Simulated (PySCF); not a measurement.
**Electron correlation in Zn²⁸⁺ (zinc, charge +28)**

Starting occupation: 1s2. Calculation: PySCF 2.14, in an uncontracted even-tempered set (17 s from 4 bohr⁻², ratio 2.6; 11 p from 5.2 bohr⁻², ratio 2.6; 6 d from 5.3 bohr⁻², ratio 2.8; 3 f from 240 bohr⁻², ratio 2.8); X2C-1e with screened-nucleus spin-orbit coupling, Gaussian nucleus. Frozen: nothing; 2 electrons correlated; the 34 highest virtual spinors left out.

Total MP2 correlation energy: -48.32 mhartree.

With two correlated electrons CCSD is exact within the correlated space (frozen core and kept virtual orbitals).

The virtual space was cut to 52 spinors, which keep -45.75 of the -48.32 mhartree of MP2 correlation.

```json
{"level": "CCSD", "correlation energy (mhartree)": "-46.27"}
```

Diagnostics: T1 = 3.2e-06, largest double amplitude 0.002.

Cost of the coupled-cluster step: roughly 13 core-seconds, for 2 occupied and 52 virtual spinors.

The coupled-cluster values are those of the cut space; adding the MP2 remainder, -2.57 mhartree, estimates the full space.
